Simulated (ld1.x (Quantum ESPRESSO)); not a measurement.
# Logarithmic derivatives: cadmium (Cd), TM

| Item | Value |
| --- | --- |
| Element | Cd (Z = 48) |
| Generator | ld1.x (Quantum ESPRESSO) 7.5 |
| Type | norm-conserving Troullier–Martins (Kleinman–Bylander form) |
| Functional | PBE |
| Relativity | scalar-relativistic |
| Frozen core | [Kr] |
| Valence charge | 12 |
| Reference configuration | 4d10 5s1.75 5p0.25 |
| Partial waves | 5s (bound): rc 2.40 bohr; 4d (bound): rc 1.00 bohr; 4f channel at 0.05 Ry: rc 3.15 bohr; 5p (bound): rc 3.55 bohr |
| Local potential | the p channel |
| Core correction | Bessel-smoothed model core, default radius (core density twice the valence density) |

The phase is arctan(r·u′/u) with u = r·R(r), unwrapped; energies in Ry, scanned from -3 to 5 Ry. A pole is an energy at which the radial function vanishes at the test radius. The pseudo phase is shifted by a multiple of π to meet the all-electron one at the reference energy, and phase errors are pseudo minus all-electron; the curves can meet again beyond the range given. Levels narrower than the energy grid can be missing from the lists of poles.

| channel | radius (bohr) | reference energy (Ry) | poles, all-electron | poles, pseudo | unbroken range about the reference energy with phases within 0.05 rad | phase error 1 Ry above the reference energy (rad) |
| --- | --- | --- | --- | --- | --- | --- |
| s | 3.85 | -0.44 | -0.12, 3.19 | -0.16, 0.20, 4.02 | below -0.1 | -3.037 |
| p | 3.85 | -0.11 | 0.56, 4.03 | 0.54, 3.35 | below 1.3 | -0.016 |
| d | 3.85 | -0.90 | -0.89, 1.78 | -0.88, 2.10 | below 0.3 | +0.020 |
| f | 3.85 | 0.05 | 2.01, 4.24 | 1.95 | below 2.9 | -0.043 |

Phases in the f channel:

| E (Ry) | all-electron | pseudo |
| --- | --- | --- |
| -3.00 | 1.433 | 1.433 |
| -2.76 | 1.429 | 1.429 |
| -2.52 | 1.423 | 1.423 |
| -2.28 | 1.417 | 1.417 |
| -2.04 | 1.411 | 1.410 |
| -1.80 | 1.403 | 1.403 |
| -1.56 | 1.394 | 1.394 |
| -1.32 | 1.383 | 1.383 |
| -1.08 | 1.371 | 1.371 |
| -0.84 | 1.356 | 1.356 |
| -0.60 | 1.337 | 1.337 |
| -0.36 | 1.313 | 1.313 |
| -0.12 | 1.279 | 1.279 |
| 0.12 | 1.231 | 1.231 |
| 0.36 | 1.153 | 1.153 |
| 0.60 | 1.006 | 1.004 |
| 0.84 | 0.644 | 0.633 |
| 1.08 | -0.316 | -0.361 |
| 1.32 | -1.087 | -1.118 |
| 1.56 | -1.362 | -1.385 |
| 1.80 | -1.494 | -1.514 |
| 2.04 | -1.581 | -1.603 |
| 2.28 | -1.660 | -1.685 |
| 2.52 | -1.761 | -1.791 |
| 2.76 | -1.972 | -1.996 |
| 3.00 | -2.981 | -2.693 |
| 3.24 | -4.266 | -3.992 |
| 3.48 | -4.514 | -4.377 |
| 3.72 | -4.609 | -4.512 |
| 3.96 | -4.665 | -4.581 |
| 4.20 | -4.706 | -4.625 |
| 4.44 | -4.742 | -4.656 |
| 4.68 | -4.778 | -4.680 |
| 4.92 | -4.822 | -4.701 |
